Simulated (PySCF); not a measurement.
## C₆ coefficients of unlike pairs at PBE0

Calculated with PySCF 2.14 from the dipole response of each species, C₆(A,B) = (3/π) ∫ α_A(iu) α_B(iu) du, in atomic units, from isotropic polarisabilities. For ions this is the dispersion term alone; charge-induced terms of lower order in 1/R come first.

```json
{"species": "Cd²⁺", "configuration": "[Kr] 4d10 (1S)", "basis": "x2c-QZVPPall with one added diffuse shell each of s, p, d, f, g type (14s9p8d5f3g)", "relativity": "spin-free X2C", "α (bohr³)": "5.396", "C₆ (like pair)": "27.38"}
{"species": "Fe", "configuration": "[Ar] 3d6 4s2 (5D)", "basis": "dyall-av2z (16s12p7d2f)", "relativity": "none", "α (bohr³)": "66.16", "C₆ (like pair)": "596.0"}
{"species": "Nb³⁺", "configuration": "[Kr] 4d2 (3F)", "basis": "def2-QZVPPD with the def2 core potential (28 electrons) (7s5p4d3f2g)", "relativity": "core potential", "α (bohr³)": "5.888", "C₆ (like pair)": "25.28"}
```

Q: Estimate C₆ for Nb³⁺ with Cd²⁺.

A: The integral gives 26.12. The combination rule 2 C_A C_B / (C_A α_B/α_A + C_B α_A/α_B) gives 26.10 and the geometric mean 26.31.

No spin-orbit coupling is included.

The other pairs:

```
    pair     C₆
Fe, Cd²⁺  91.69
Nb³⁺, Fe  94.64
```
